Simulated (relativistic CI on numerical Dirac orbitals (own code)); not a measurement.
# What each ingredient does to the levels of Br⁵⁺

Base calculation: Dirac-Coulomb-Breit CI, separate exchange-only KLI orbitals for each configuration, model QED (radiative potential, 1s self-energy scaled to tabulated hydrogen-like ionisation energies), valence Slater integrals scaled by 0.85, P86 correlation energy added to each configuration.

Configuration list (outside the closed core [Ar]): 3d¹⁰4s², 3d¹⁰4s4p, 3d¹⁰4p², 3d¹⁰4s4d, 3d¹⁰4s4f, 3d¹⁰4d², 3d¹⁰4p4d, 3d¹⁰4s5s, 3d¹⁰4s5p, 3d¹⁰4f², 3d¹⁰4p4f, 3d¹⁰4s5d, 3d¹⁰4s6s, 3d¹⁰4p5s, 3d¹⁰4s6p, 3d¹⁰4s5f, 3d¹⁰4s5g, 3d¹⁰4s6d, 3d¹⁰4s7s, 3d⁹4s4p², 3d¹⁰4s7p, 3d¹⁰4d4f, 3d¹⁰4s7d, 3d⁸4s²4p², 3d⁹4s²4p, 3d¹⁰4d5s, 3d⁹4s4p4d, 3d¹⁰5s². Levels of other configurations are missing.

Variants: (1) no correlation estimate; (2) self-excluded LDA correlation estimate; (3) one mean potential for all configurations. Shifts of the energy above 3d¹⁰4s² ¹S0, in cm⁻¹, for the lowest level and the first level of each name with at least 55 % of one term (blank where a level changes its place among those of its configuration and J or its character, or is not in the variant):

| Level | Base | Δ(1) | Δ(2) | Δ(3) | Measured |
| --- | --- | --- | --- | --- | --- |
| 3d¹⁰4s² ¹S0 | 0 | 0 | 0 | 0 | 0 |
| 3d¹⁰4s4p ³P°0 | 100692 | -639 | +181 | +40 | 104316 |
| 3d¹⁰4s4p ³P°1 | 102740 | -640 | +182 | +42 | 106431 |
| 3d¹⁰4s4p ³P°2 | 107459 | -640 | +182 | +41 | 111336 |
| 3d¹⁰4s4p ¹P°1 | 148307 | -672 | +210 | +241 | 151274 |
| 3d¹⁰4p² ³P0 | 241532 | -1130 | +477 | +304 | 244136 |
| 3d¹⁰4p² ¹D2 | 244157 | -1230 | +549 | +294 |  |
| 3d¹⁰4p² ³P1 | 244662 | -1130 | +477 | +314 | 247406 |
| 3d¹⁰4p² ³P2 | 250803 | -1169 | +506 | +324 | 253892 |
| 3d¹⁰4p² ¹S0 | 282625 | -1119 | +496 | +455 |  |
| 3d¹⁰4s4d ³D1 | 301398 | -2022 | +1092 | +360 | 304648 |
| 3d¹⁰4s4d ³D2 | 301699 | -2022 | +1092 | +362 | 304967 |
| 3d¹⁰4s4d ³D3 | 302166 | -2023 | +1092 | +364 | 305451 |
| 3d¹⁰4s4d ¹D2 | 326995 | -1964 | +1002 | +534 |  |
| 3d¹⁰4s5s ³S1 | 358025 | -2833 | +4387 | +928 |  |
| 3d¹⁰4s5s ¹S0 | 367524 | -2834 | +4385 | +1025 |  |
| 3d¹⁰4s5p ³P°0 | 403871 | -3267 | +4871 | +939 |  |
| 3d¹⁰4s5p ³P°1 | 404377 | -3266 | +4871 | +939 |  |
| 3d¹⁰4s5p ³P°2 | 406155 | -3265 | +4865 | +936 |  |
| 3d¹⁰4s5p ¹P°1 | 408681 | -3265 | +4853 | +926 |  |
| 3d¹⁰4p4d ³F°2 | 411313 | -2602 | +1166 | +975 |  |
| 3d¹⁰4p4d ³F°3 | 413971 | -2715 | +1110 | +1006 |  |

At this charge configurations can still be misplaced by up to about 7 % of their energy. 10 of the 10 excited levels that our extract of the measured tables holds in this range could be paired (the sources list more); they are missed by 3240 cm⁻¹ on average and 3877 at most, and levels without a partner can miss by more.

Measured levels: Moore, Atomic Energy Levels, vol. II, NSRDS-NBS 35 (1971 reprint of NBS Circular 467, 1952).

Ionisation energy from the two ground configurations alone: base 86.26 eV; no correlation estimate 85.26 eV; self-excluded LDA correlation estimate 86.83 eV. The NIST ASD value (measured) is 87.39 eV.

LS names give the leading component of a level, which can be under half, so a name can repeat, a term be missing and a line seem to break the LS rules.
